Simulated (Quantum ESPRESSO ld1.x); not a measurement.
Results of a calculation; reference values are marked as such.
Problem. These are the eigenvalues of the occupied orbitals of an atom or ion with whole-number occupations (eV). Code: ld1.x of Quantum ESPRESSO 7.5. Model: scalar-relativistic Kohn-Sham, LDA (Slater exchange, Perdew-Wang correlation), spin-polarised, spherical densities, point nucleus.

| orbital | eigenvalue |
|---|---|
| 1s up | -910.151 |
| 1s down | -906.059 |
| 2s up | -105.690 |
| 2s down | -97.684 |
| 2p up | -83.728 |

Which element is it, and in what charge state? The configuration may be excited. Open shells, if any, are filled with parallel spins first.

Solution. Z = 10, neon, charge +3: Ne3+ in [He] 2s2 2p3. The list shows which subshells hold electrons but not how many an open one holds; the 1s level, -33.447 hartree, gives Z - s = 8.2 by -(Z - s)^2/2, which with screening and relativity narrows Z to a few neighbours, and the depths of the outer levels then fix element, charge and occupations together.
